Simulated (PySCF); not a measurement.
# Continuum solvent and chemical shifts

Mapped SMILES: `[CH3:1][C@H:2]1[CH2:3][c:4]2[cH:5][cH:6][cH:7][cH:8][c:9]2[C:10]1=[O:11]`; H(Xn) means a hydrogen on atom n. Ha(C3) is cis to C1 on the ring; Hb(C3) is trans to C1 on the ring.

GIAO PBE0/pcSseg-1 in PySCF 2.14 on one PBE0-D3(BJ)/def2-SVP conformer, non-relativistic, equivalent nuclei averaged. Solvents enter as an IEF-PCM continuum (chloroform with ε = 4.7, acetone with ε = 20.5) around the gas-phase geometry. Shifts are referred to TMS computed in the same medium.

In chloroform, δ in ppm: C10 214.9, C4 161.6, C6 142.3, C9 140.9, C7 133.4, C5 133.0, C8 130.9, C2 45.7, C3 38.1, C1 17.0, H(C8) 8.10, H(C6) 7.89, H(C5) 7.78, H(C7) 7.68. Dipole moment 4.34 D.

**Question.** How does each δ change in the more polar medium?

**Answer.** 
```csv
atoms,environment,"Δδ, acetone"
C10,ketone carbonyl carbon,+1.7
C4,substituted aromatic carbon,+1.0
C6,aromatic CH,+0.8
C9,substituted aromatic carbon,0.0
C7,aromatic CH,+0.3
C5,aromatic CH,+0.7
C8,aromatic CH,-0.1
C2,sp3 CH α to a carbonyl,+0.6
C3,sp3 CH2 on an aromatic ring,+0.3
C1,methyl carbon,+0.1
H(C8),hydrogen on an aromatic CH,-0.01
H(C6),hydrogen on an aromatic CH,+0.09
H(C5),hydrogen on an aromatic CH,+0.09
H(C7),hydrogen on an aromatic CH,+0.06
```

Changes are relative to chloroform. The dipole moment becomes 4.71 D in acetone.

**Question.** Which nuclei move most (in ppm), and what does the model miss?

**Answer.** C10 (ketone carbonyl carbon, +1.7 ppm) in acetone. A continuum only polarises the solute; specific hydrogen bonds, the anisotropy of aromatic solvents and changes of geometry or conformer are outside it.
